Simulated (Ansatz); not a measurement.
Program: Ansatz 0.2.0.

Basis-set series for `NN([SiH3])[SiH3]`. Total charge 0; spin multiplicity 1. All single points use the PBE0-D4/def2-TZVP geometry. It is one conformer, not always the lowest.

```json
{"functional": "PBE0-D4", "basis": "def2-SVP", "functions": "104", "energy (Eh)": "-692.64402", "HOMO (eV)": "-7.15", "LUMO (eV)": "0.51"}
{"functional": "PBE0-D4", "basis": "def2-QZVPP", "functions": "494", "energy (Eh)": "-693.01146", "HOMO (eV)": "-7.29", "LUMO (eV)": "-0.11"}
{"functional": "ωB97M-V", "basis": "def2-SVP", "functions": "104", "energy (Eh)": "-692.90857", "HOMO (eV)": "-9.41", "LUMO (eV)": "2.37"}
{"functional": "ωB97M-V", "basis": "def2-QZVPP", "functions": "494", "energy (Eh)": "-693.28113", "HOMO (eV)": "-9.59", "LUMO (eV)": "1.36"}
```

Give the rows for def2-TZVPP. (An estimate is asked.)

The calculation gave: 
```
functional       basis  functions  energy (Eh)  HOMO (eV)  LUMO (eV)
   PBE0-D4  def2-TZVPP        258   -692.98423      -7.27       0.04
   ωB97M-V  def2-TZVPP        258   -693.25593      -9.56       1.67
```

Positive LUMOs are unbound and depend on the basis.
